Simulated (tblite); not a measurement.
**Question.** Give a GFN2-xTB geometry of `C[C@@H]1[CH+][C](Cl)C(Cl)=C1F` [radical]. (Charge +1 and doublet state.)

**Answer.** 
```
atom  x, y, z in Å
C1     1.817   -0.351   -0.010
C2     0.429   -0.146   -0.645
C3    -0.154    1.194   -0.343
C4    -1.339    1.067    0.338
Cl5   -2.334    2.310    0.887
C6    -1.638   -0.338    0.523
Cl7   -3.003   -0.949    1.298
C8    -0.607   -1.053   -0.062
F9    -0.502   -2.345   -0.095
H10    2.527    0.345   -0.446
H11    2.166   -1.362   -0.201
H12    1.775   -0.187    1.063
H13    0.532   -0.306   -1.726
H14    0.330    2.121   -0.603
```

Orientation and origin are arbitrary. Atoms count from 1 in this order. The C–C distances run from 1.373 Å (C3–C4, drawn single) to 1.540 Å (C1–C2, drawn single), a spread of 0.167 Å. The 5-membered ring C2–C3–C4–C6–C8 has internal angles of 101.3° to 111.6°; it is planar, 0.00 Å rms from its mean plane, widest ring torsion 1°. C8 (carbon bonded to 2 C and F) is planar (angles 125.9°, 122.5° and 111.6°, sum 360.0°, 0.01 Å off the plane of its three neighbours). C3 (carbon bonded to 2 C and H) is planar (angles 125.9°, 123.3° and 110.8°, sum 360.0°, 0.01 Å off the plane of its three neighbours).

Bonds between heavy atoms (Å): C1–C2 1.540, C2–C3 1.491, C3–C4 1.373, C4–Cl5 1.685, C4–C6 1.448, C6–Cl7 1.684, C6=C8 1.384, C8–F9 1.297, C2–C8 1.496.

Computed geometry: GFN2-xTB, gas phase. This method treats the open shell by occupation alone, without spin polarisation.

Point group: C1 (no symmetry element, even within 0.4 Å). Its GFN2-xTB frequencies are all real (lowest 80 cm⁻¹).
